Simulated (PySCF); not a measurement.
Al(F)(OH)(OEt) (C₂H₆AlFO₂), SMILES CC[O][Al]([OH])[F]. Atoms are numbered in the order given.

```xyz
12

Al     0.5223    -0.1396     0.7212
F      1.7248    -1.0674     1.4173
O      0.3166     1.5020     1.1515
H      0.8891     1.9360     1.8034
O     -0.4888    -0.8934    -0.4183
C     -1.4765    -0.4041    -1.3019
C     -1.0200     0.8310    -2.0706
H     -1.7305    -1.2214    -2.0146
H     -2.4142    -0.1720    -0.7430
H     -0.1070     0.6059    -2.6602
H     -1.8044     1.1792    -2.7737
H     -0.7898     1.6640    -1.3731
```
Charge 0, spin multiplicity 1.

Geometry optimised at PBE-D3(BJ)/def2-SVP. The structure was generated by enumeration; whether it is a known compound was not checked. One conformer was computed; it need not be the lowest.

Method: PBE/pcSseg-1 in PySCF.

GIAO shieldings, no solvent; atoms listed in one row are averaged. δ = σ(ref) − σ: ¹⁹F against CFCl3 (σ = 133.6 ppm); ¹⁷O against H2O (σ = 334.3 ppm); ¹H against TMS (σ = 31.49 ppm); ¹³C against TMS (σ = 182.0 ppm), references at their B3LYP-D3(BJ)/def2-TZVP geometries, non-relativistic.

Computed chemical shifts:
```
nucleus          atoms  count  δ (ppm)
-------  -------------  -----  -------
¹⁹F                 F2      1   -221.3
¹⁷O                 O5      1     58.7
¹⁷O                 O3      1     21.8
¹H                  H9      1     4.71
¹H                  H8      1     4.49
¹H       H10, H11, H12      3     1.85
¹H                  H4      1     1.72
¹³C                 C6      1     69.9
¹³C                 C7      1     27.3
```
